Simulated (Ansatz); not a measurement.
`CBOC` + `FCS` → `CBSCF` + CH₃OH  (ligand exchange at a B–O bond)

Calculated with Ansatz (gas phase, PBE0-D4/def2-TZVP geometries, no zero-point term in ΔE). CBS: MP2 limit from def2 TZ/QZ plus the TZ coupled-cluster correction, frozen cores. This one scheme is used for every species. Functionals use def2-TZVPP. B3LYP here is the variant with VWN-RPA as its local correlation; programs differ in this. One conformer a species, not always the lowest.

```csv
level,ΔE (kJ/mol),difference from CCSD(T)/CBS
PBE-D4,48.6,-5.1
PBE0-D4,49.5,-4.2
ωB97X-V,56.9,3.2
B2PLYP,59.4,5.7
PBE,50.6,-3.1
PBE0,51.3,-2.4
B3LYP,61.8,8.1
HF/def2-TZVPP,67.6,13.9
MP2/def2-TZVPP,52.7,-1.0
SCS-MP2/def2-TZVPP,57.1,3.4
CCSD/def2-TZVPP,58.7,5.0
CCSD(T)/def2-TZVPP,56.2,2.5
HF/def2-QZVPP,68.6,14.9
MP2/def2-QZVPP,51.6,-2.1
SCS-MP2/def2-QZVPP,56.1,2.4
CCSD/CBS(def2),56.2,2.5
CCSD(T)/CBS,53.7,0
```

Largest T1 diagnostic among the species: 0.013.

The D4 term adds −3.4 kJ/mol with B3LYP and −1.8 kJ/mol with PBE0; it sums over pairs of atoms, weighted by their polarisabilities, and B3LYP, whose exchange is more repulsive, gets the larger term. In def2-TZVPP, CCSD(T) changes the Hartree–Fock value by −11.4 kJ/mol (the triples alone add −2.5 kJ/mol) and MP2 by −14.9 kJ/mol.
